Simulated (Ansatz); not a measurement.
Molecule: C2H8NSi, net charge 0, doublet state. It need not be the lowest isomer of its formula. 
Coordinates optimised at B3LYP-D3(BJ)/def2-TZVP (Ansatz, an electronic-structure program):
```xyz
12

C      1.1411    -1.2385     0.5663
Si     0.0289    -0.0867    -0.4296
C     -1.7596    -0.1876     0.1590
N      0.5738     1.5364    -0.1224
H      0.8529    -2.2804     0.4151
H      1.0625    -1.0086     1.6335
H      2.1875    -1.1381     0.2716
H     -2.1661    -1.1865    -0.0087
H     -2.3963     0.5227    -0.3719
H     -1.8172     0.0347     1.2292
H      1.5546     1.7567    -0.2166
H      0.0121     2.3156    -0.4331
```
Charge 0, spin multiplicity 2.

Parts of the frozen-core correlation energy in cc-pV(D+d)Z (Ansatz, hartree). Frozen orbitals: 8; correlated occupied orbitals by spin: 13 and 12; virtual: 84 and 85. UHF or UKS for open shells. No spin-orbit coupling. No relativistic terms.

```tsv
term	value
reference (HF)	-423.79259
MP2 opposite-spin	-0.42163
MP2 same-spin	[?]
CCSD correlation	[?]
(T)	[?]
T1 diagnostic	0.012
largest doubles amplitude	0.031
<S^2> of the reference	0.754
```

What belongs in the gaps?


- MP2 same-spin, value: -0.12670
- CCSD correlation, value: -0.60316
- (T), value: -0.01650
